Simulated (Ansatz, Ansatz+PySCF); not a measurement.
```xyz
2

Li    0.0000    0.0000   -2.7174
Li    0.0000    0.0000    2.7174
```

Basis set: 6-31G (spherical functions). All electrons are correlated. Charge 0, multiplicity 1.

Computed with Ansatz (development build ahead of 0.2.0); each method stands on the lowest determinant of its kind that the runs found. Restricted open shells among the atoms or ions are ROHF, correlated in semicanonical orbitals with singles. Restricted functionals stand beside restricted open-shell atoms, which can lie above the unrestricted atoms usual in DFT and then raise those values.

(1) Give the atomization energy at this shape (free ground-state atoms in the same class of orbitals less the molecule, no zero-point energy) of singlet Li2 by PBE0 (unrestricted), PBE0 (restricted), full CI (lowest root of this spin), UHF-MP2, RHF-MP2, RHF, UHF.

## Answers

(1)

```json
{"method": "PBE0 (unrestricted)", "atomization energy": "0.05 eV"}
{"method": "PBE0 (restricted)", "atomization energy": "-0.38 eV"}
{"method": "full CI (lowest root of this spin)", "atomization energy": "0.07 eV"}
{"method": "UHF-MP2", "atomization energy": "0.02 eV"}
{"method": "RHF-MP2", "atomization energy": "-0.58 eV"}
{"method": "RHF", "atomization energy": "-1.25 eV"}
{"method": "UHF", "atomization energy": "0.01 eV"}
```

Caution: the shape is not the minimum. Caution for PBE0 (unrestricted), UHF-MP2, UHF: the unrestricted determinant is a mixture of spin states. Caution for PBE0 (restricted), RHF-MP2, RHF: an unrestricted determinant lies well below. Caution for UHF-MP2, RHF-MP2: large amplitudes, a single reference is doubtful. Caution for UHF-MP2, UHF: the determinant may break the point group. Caution for RHF-MP2: the program doubts this total. Caution for RHF: the molecule lies well above its atoms at this level.

This basis has no polarisation functions and is too small for such energies, which can lie far from measured ones in either direction.
